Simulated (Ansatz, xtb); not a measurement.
**Two isomers of Al2F2H6N2**

Structure I: `[F][Al@H-]1[NH2+][Al@@H-]([F])[NH2+]1`, a singlet. Structure II: `[F][Al@H-]1[NH2+][Al@H-]([F])[NH2+]1`, a singlet. Both are isolated molecules in the gas phase, relaxed with PBE0-D4/def2-SVP.

**Question.** Which of the two would you expect CCSD(T)/def2-SVP + ΔMP2/def2-TZVPP electronic energies to favour?

**Answer.** CCSD(T)/def2-SVP + ΔMP2/def2-TZVPP gives E(II) − E(I) = −1.16 kJ/mol, slightly favouring structure II, which is too small a margin to settle the true order.

How the difference moves with the method:

```tsv
level	geometry	E(II) − E(I) (kJ/mol)	departure from the last row (kJ/mol)	job, with rough time for the two
PBE0-D4/def2-SVP	PBE0-D4/def2-SVP	−1.21	−0.05	optimisation, 56 s
HF/def2-SVP	PBE0-D4/def2-SVP	−1.67	−0.52	part of the CCSD(T) run
MP2/def2-SVP	PBE0-D4/def2-SVP	−0.93	+0.23	part of the CCSD(T) run
CCSD(T)/def2-SVP	PBE0-D4/def2-SVP	−1.04	+0.11	single point
CCSD(T)/def2-SVP + ΔMP2/def2-TZVPP	PBE0-D4/def2-SVP	−1.16		single point, 60 s
```

As drawn, both hold the same kinds of bond in the same numbers.

The largest departure from CCSD(T)/def2-SVP + ΔMP2/def2-TZVPP is that of HF/def2-SVP, 0.52 kJ/mol. Levels run at GFN2-xTB geometries aren't shown. The last row adds to CCSD(T) the change of the MP2 difference between the two basis sets, here −0.11 kJ/mol.

With thermal terms from frequencies at re-optimised GFN2-xTB minima (ideal gas, soft modes damped towards free rotors, one conformer each, 298.15 K, 1 atm): on the last row, ΔE + ΔZPE = −1.32, ΔH = −0.94, ΔG = −2.15 kJ/mol.

The correlated steps freeze 14 core orbitals. Programs: Ansatz 0.2.0, xtb 6.7.1; the last row on 2 threads of Arm Neoverse V1 on a shared host.
